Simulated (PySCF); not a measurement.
Isomers C6H5ClOSi:

A. `C#C[SiH2]C1=CO/C1=C/Cl`
B. `ClC1=C2C=CC=C2O[SiH2]1`
C. SMILES C#CC1=CO/C(=C\Cl)[SiH2]1

Spectrum 1. 1H NMR (400 MHz, computed): δ 7.48 (s, 1H), 5.84 (s, 1H), 5.03 (s, 2H), 2.80 (s, 1H). 13C{1H} NMR (computed): δ 174.7 (CH), 158.0 (C), 123.7 (CH), 93.4 (C), 90.1 (CH), 81.5 (C).

Spectrum 2. 1H NMR (400 MHz, computed): δ 7.63 (s, 1H), 6.10 (s, 1H), 4.76 (d, 2H), 1.97 (t, 1H). 13C{1H} NMR (computed): δ 177.4 (CH), 167.7 (C), 113.3 (C), 112.3 (CH), 104.6 (CH), 85.6 (C).

Spectrum 3. 1H NMR (400 MHz, computed): δ 6.87 (m, 1H), 5.89 (d, 1H), 5.24 (d, 1H), 5.16 (s, 2H). 13C{1H} NMR (computed): δ 170.4 (C), 159.7 (C), 156.0 (C), 151.7 (CH), 108.4 (CH), 104.3 (CH).

In vacuum, relativity neglected, fast rotation and ring inversion assumed for equivalent nuclei, single conformer. GFN2-xTB structure; shielding tensors at PBE0/pcSseg-1 (GIAO); PySCF.

Chemical shifts δ = σref − σ; TMS for 1H and 13C, all at this level. Where no couplings were computed, multiplicities follow the n + 1 count of equivalent neighbours, and m marks all less simple cases (inequivalent or close neighbours, rings, F or P nearby). Shifts are as computed. Against solution values, carbons near 30 ppm lie about +3 ppm off and those near 130 ppm about +5 ppm; carbons on Cl a further +6 ppm. Of 1309 compounds with measured shifts, 239 miss one by over three times the rms of a fit or turn the order of signals round; such compounds aren't used in these exercises. Carbons bonded to Cl come out too deshielded.

**Question.** Match each spectrum to its structure.

**Answer.** 1–C, 2–A, 3–B.

- Spectrum 1 (C): 6 13C signals; δC 174.7 is an alkene carbon bearing oxygen; δC 158.0 is an alkene carbon bearing oxygen.
- Spectrum 2 (A): 6 13C signals; δC 177.4 is an alkene carbon bearing oxygen; δC 167.7 is an alkene carbon bearing oxygen.
- Spectrum 3 (B): 6 13C signals; δC 170.4 is an alkene carbon bearing oxygen; δC 159.7 is a fully substituted alkene carbon.
